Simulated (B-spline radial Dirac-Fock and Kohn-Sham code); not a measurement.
## Dipole and non-dipole photoemission parameters of Ba²⁺ 5s

System: the Ba²⁺ ion, configuration 1s2 2s2 2p6 3s2 3p6 3d10 4s2 4p6 4d10 5s2 5p6; threshold 51.03 eV (orbital energy of the model). Level of theory: Dirac-Hartree-Slater photoionisation with a Latter tail; cross sections with all multipoles, angular parameters from the dipole term and its interference with E2; a radial B-spline solver.

For linearly polarised light dσ/dΩ = σ/(4π) [1 + β P₂(cos θ) + (δ + γ cos²θ) sin θ cos φ], with θ from the polarisation vector and φ the angle between the beam and the projection of the electron momentum on the plane normal to the polarisation.

```tsv
hν (eV)	σ (kb)	β	γ
59.2	141	1.762	-0.127
67.5	156	1.832	-0.064
144	93.3	1.941	0.222
150	89.0	1.943	0.233
165	79.1	1.947	0.249
200	61.5	1.954	0.274
223	53.3	1.957	0.284
227	52.0	1.957	0.286
272	41.0	1.962	0.302
311	34.3	1.965	0.313
376	26.3	1.969	0.323
400	24.0	1.970	0.323
426	21.8	1.971	0.322
457	19.6	1.972	0.319
472	18.7	1.972	0.318
485	17.9	1.973	0.316
487	17.8	1.973	0.316
600	13.0	1.975	0.299
905	6.70	1.979	0.231
1000	5.68	1.980	0.208
1820	2.01	1.984	0.038
4000	0.468	1.987	-0.113
4500	?	?	?
5414.7	0.260	1.987	-0.075
6940	0.158	1.987	0.023
9251.7	0.0877	1.987	0.220
10700	0.0646	1.987	0.359
12600	0.0455	1.987	0.550
14100	0.0357	1.987	0.700
15000	0.0311	1.987	0.789
```

Problem. Give the values at 4500 eV.

Solution. σ = 0.373 kb, β = 1.987, γ = -0.108. For an s subshell δ is negligible.

Values without a named source are computed, but for edge energies of neutral atoms, which are taken from tables.
